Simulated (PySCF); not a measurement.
C₄H₈O₂, SMILES C1CC1(O)CO.

Geometry optimised at B3LYP-D3(BJ)/def2-SVP. The values are those of a single conformer.

These are TDDFT-PBE/def2-SVPD in PySCF 2.14.0 values and carry that method's errors.

Vertical excitations. Gas-phase values at a fixed geometry.

```json
[
 {"state": "S1", "energy (eV)": "5.81", "λ (nm)": "213", "f": "0.007", "main pairs": "HOMO→LUMO 100 %"},
 {"state": "S2", "energy (eV)": "6.27", "λ (nm)": "198", "f": "0.012", "main pairs": "HOMO−1→LUMO 99 %"},
 {"state": "S3", "energy (eV)": "6.59", "λ (nm)": "188", "f": "0.021", "main pairs": "HOMO→LUMO+1 99 %"},
 {"state": "S4", "energy (eV)": "6.65", "λ (nm)": "186", "f": "0.028", "main pairs": "HOMO−2→LUMO 98 %"},
 {"state": "S5", "energy (eV)": "6.89", "λ (nm)": "180", "f": "0.023", "main pairs": "HOMO→LUMO+2 99 %"},
 {"state": "S6", "energy (eV)": "7.06", "λ (nm)": "176", "f": "0.015", "main pairs": "HOMO−1→LUMO+1 100 %"},
 {"state": "S7", "energy (eV)": "7.15", "λ (nm)": "173", "f": "0.018", "main pairs": "HOMO→LUMO+3 98 %"},
 {"state": "S8", "energy (eV)": "7.35", "λ (nm)": "169", "f": "0.019", "main pairs": "HOMO−1→LUMO+2 90 %"},
 {"state": "S9", "energy (eV)": "7.39", "λ (nm)": "168", "f": "0.003", "main pairs": "HOMO−2→LUMO+1 91 %"},
 {"state": "S10", "energy (eV)": "7.43", "λ (nm)": "167", "f": "0.021", "main pairs": "HOMO→LUMO+4 94 %"},
 {"state": "T1", "energy (eV)": "5.63", "λ (nm)": "220", "f": "0", "main pairs": "HOMO→LUMO 100 %"},
 {"state": "T2", "energy (eV)": "6.13", "λ (nm)": "202", "f": "0", "main pairs": "HOMO−1→LUMO 99 %"},
 {"state": "T3", "energy (eV)": "6.42", "λ (nm)": "193", "f": "0", "main pairs": "HOMO−2→LUMO 97 %"},
 {"state": "T4", "energy (eV)": "6.50", "λ (nm)": "191", "f": "0", "main pairs": "HOMO→LUMO+1 99 %"}
]
```
Triplets are in the Tamm–Dancoff approximation, which puts them higher than full response would, so one can lie above its singlet here.
